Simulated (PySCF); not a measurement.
CH4Cd, SMILES [CH3][CdH].

Geometry: B3LYP-D3(BJ)/def2-TZVP. The def2 effective core potentials stand for the cores of Cd; spin–orbit coupling is left out.

Method: PBE/def2-TZVPD run with PySCF.

Symmetry labels are those of the subgroup Cs that the program uses (full group C3v).

Computed valence orbital energies around the gap with their symmetry:
```json
[
 {"orbital": "HOMO−7", "symmetry": "A'", "energy (eV)": "-12.38"},
 {"orbital": "HOMO−6", "symmetry": "A\"", "energy (eV)": "-12.38"},
 {"orbital": "HOMO−5", "symmetry": "A'", "energy (eV)": "-12.37"},
 {"orbital": "HOMO−4", "symmetry": "A\"", "energy (eV)": "-12.37"},
 {"orbital": "HOMO−3", "symmetry": "A\"", "energy (eV)": "-9.21"},
 {"orbital": "HOMO−2", "symmetry": "A'", "energy (eV)": "-9.21"},
 {"orbital": "HOMO−1", "symmetry": "A'", "energy (eV)": "-7.75"},
 {"orbital": "HOMO", "symmetry": "A'", "energy (eV)": "-6.15"},
 {"orbital": "LUMO", "symmetry": "A\"", "energy (eV)": "-1.07"},
 {"orbital": "LUMO+1", "symmetry": "A'", "energy (eV)": "-1.07"},
 {"orbital": "LUMO+2", "symmetry": "A'", "energy (eV)": "-0.60"},
 {"orbital": "LUMO+3", "symmetry": "A'", "energy (eV)": "0.92"}
]
```
